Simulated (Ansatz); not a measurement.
Consider the substitution at a C–C bond: `C#CCO` + `C[SiH2]O` → `C[SiH2]OCO` + `C#C`.

Gas-phase electronic energies from Ansatz, PBE0-D4/def2-TZVP geometries. CCSD(T)/CBS is the MP2 limit (def2-TZVPP, def2-QZVPP) plus CCSD(T) − MP2 in def2-TZVPP, frozen cores. This one scheme is used for every species. DFT in def2-TZVPP. Each species was taken in one conformer, which may not be the lowest.

| level | ΔE (eV) |
| --- | --- |
| PBE | 0.32 |
| HF/def2-QZVPP | 0.20 |

Problem. What does CCSD(T)/CBS give? (Best estimate.)

Solution. The calculation gave: +0.24 eV. The listed levels differ from it by 0.08, -0.04 eV.

Largest T1 diagnostic among the species: 0.013.

The D4 term adds −0.04 eV with B3LYP and −0.02 eV with PBE0; it sums over pairs of atoms, weighted by their polarisabilities, and B3LYP, whose exchange is more repulsive, gets the larger term.

B3LYP here is the variant with VWN-RPA as its local correlation; programs differ in this.
